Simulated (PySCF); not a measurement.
Polarisability and C₆ of Xe(2+) (xenon, charge +2)

[Kr] 4d10 5s2 5p4, high-spin 3P determinant. All numbers are calculated (PySCF 2.14, a scalar-relativistic core potential, in def2-TZVPPD with the def2 core potential (28 electrons) (7s6p4d2f, 59 functions)). Coupled (time-dependent) response in atomic units; α is the mean over directions.

```json
{"method": "UHF", "mean α (bohr³)": "12.76", "α xx, yy, zz": "12.75, 12.77, 12.75", "C₆ (like pair)": "91.29", "S(−4)": "27.03"}
{"method": "PBE", "mean α (bohr³)": "12.83", "α xx, yy, zz": "12.68, 13.12, 12.68", "C₆ (like pair)": "91.62", "S(−4)": "27.68"}
{"method": "PBE0", "mean α (bohr³)": "12.73", "α xx, yy, zz": "12.63, 12.93, 12.63", "C₆ (like pair)": "90.83", "S(−4)": "27.01"}
{"method": "r2SCANh", "mean α (bohr³)": "12.64", "α xx, yy, zz": "12.56, 12.81, 12.56", "C₆ (like pair)": "92.31", "S(−4)": "25.19"}
{"method": "B97-3", "mean α (bohr³)": "12.76", "α xx, yy, zz": "12.65, 12.96, 12.65", "C₆ (like pair)": "91.12", "S(−4)": "27.07"}
```

S(−4) is the Cauchy moment in α(ω) = α(0) + S(−4) ω² + …

Spin-orbit coupling is absent.

α(iu) at B97-3:

```tsv
u (hartree)	α(iu) (bohr³)
0	12.76
0.0500	12.69
0.100	12.49
0.200	11.77
0.300	10.75
0.500	8.485
0.750	6.140
1.00	4.537
1.50	2.761
2.00	1.896
3.00	1.103
5.00	0.5391
```

For an ion, C₆ is the dispersion term alone; charge-induced terms of lower order in 1/R come first.

The components differ because the open shell of this determinant is not spherical; for a pure term their mean is the scalar polarisability.

Energies and moments cover only the electrons outside the core potential.
